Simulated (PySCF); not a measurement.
## How methods differ on the excitation energy of Al⁺

Al⁺ [Ne] 3s2 (1S) → Al⁺ [Ne] 3s1 4s1 (3S), as a difference of total energies. Computed with PySCF 2.14 in aug-cc-pCVTZ-DK, with the spin-free X2C one-electron Hamiltonian (Gaussian nucleus). Correlated levels: nothing frozen. The calculations carry no spin-orbit coupling.

```json
{"method": "UHF", "excitation energy (cm⁻¹)": "82822", "error (cm⁻¹)": "-8452"}
{"method": "MP2 (all electrons)", "excitation energy (cm⁻¹)": "89466", "error (cm⁻¹)": "-1808"}
{"method": "SCS-MP2 (all electrons)", "excitation energy (cm⁻¹)": "90891", "error (cm⁻¹)": "-383"}
{"method": "CCSD (all electrons)", "excitation energy (cm⁻¹)": "90610", "error (cm⁻¹)": "-665"}
{"method": "CCSD(T) (all electrons)", "excitation energy (cm⁻¹)": "90861", "error (cm⁻¹)": "-413"}
```

Reference: 91275 cm⁻¹ (measured; NIST levels).

Errors of the correlated levels include the incompleteness of this basis.
